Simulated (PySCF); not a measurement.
Where the electron goes

Compound: BeMe(OMe), C₂H₆BeO.
Structure used (PBE0-D3(BJ)/def2-SVP), in Å, numbered top down from 1:
```
atom  x, y, z in Å
Be1    0.0400   -0.1814    0.5419
C2     0.0918   -0.7398    2.1215
H3    -0.8878   -0.6520    2.6226
H4     0.8165   -0.1781    2.7360
H5     0.3844   -1.8028    2.1747
O6    -0.0097    0.2802   -0.7736
C7    -0.0910    0.7213   -2.0704
H8    -1.0383    1.2601   -2.2540
H9    -0.0423   -0.1196   -2.7856
H10    0.7365    1.4121   -2.3130
```

Method used: PySCF, TDDFT CAM-B3LYP/def2-SVPD, vertical, gas phase, core orbitals frozen in the response.

Frontier orbitals with the atoms that hold most of them (Löwdin shares over 4%, at most four atoms; ? is withheld):

```csv
orbital,ε (eV),atoms
LUMO+2,1.15,"Be1 83%, O6 8%"
LUMO+1,1.14,"Be1 83%, O6 8%"
LUMO,?,"Be1 59%, C2 12%, C7 6%, O6 5%"
HOMO,-9.76,"O6 60%, C7 18%, H10 10%, H9 5%"
HOMO-1,-9.76,"O6 60%, C7 18%, H8 10%, H9 6%"
HOMO-2,-9.85,"C2 56%, Be1 19%, H3 7%, H5 7%"
HOMO-3,-12.01,"C2 50%, H4 25%, H5 14%, H3 6%"
```

Q: What is the LUMO energy, and the HOMO–LUMO gap?

A: ε(LUMO) = 0.76 eV; the gap is 10.51 eV (0.3864 hartree).

Within 0.005 eV of a neighbour in this list lie HOMO-1/HOMO and LUMO+1/LUMO+2.

Q: The HOMO–LUMO gap is 10.51 eV. Where does the response calculation put the lowest singlet, and from which orbitals?

A: S1 is at 7.37 eV (f = 0.0003), 3.15 eV below the gap, made of HOMO-1/HOMO→LUMO (≥70%), HOMO-1/HOMO→LUMO+3 (≥20%). S1/S2 lie within about 0.01 eV of each other. 

Next come S2 at 7.37 eV (f 0.0003), HOMO-1/HOMO→LUMO (≥70%), HOMO-1/HOMO→LUMO+3 (≥20%); S3 at 7.48 eV (f 0.099), HOMO-2→LUMO (93%); S4 at 7.88 eV (f 0.0000), HOMO-1/HOMO→LUMO+1/LUMO+2 (≥77%), HOMO-1/HOMO→LUMO+5 (≥9%); S5 at 7.91 eV (f 0.0033), HOMO-1/HOMO→LUMO+1/LUMO+2 (≥67%).

Orbitals of the list HOMO-3 to LUMO+2 that lie within 0.01 eV of each other are written together with a slash and their weights summed (≥ marks a lower bound); for degenerate orbitals outside that list single weights are arbitrary.

Löwdin shares depend on the basis, the more so with diffuse functions.

The run took 9.0 s of wall time on an Arm Neoverse V1 with one thread, on a shared host.
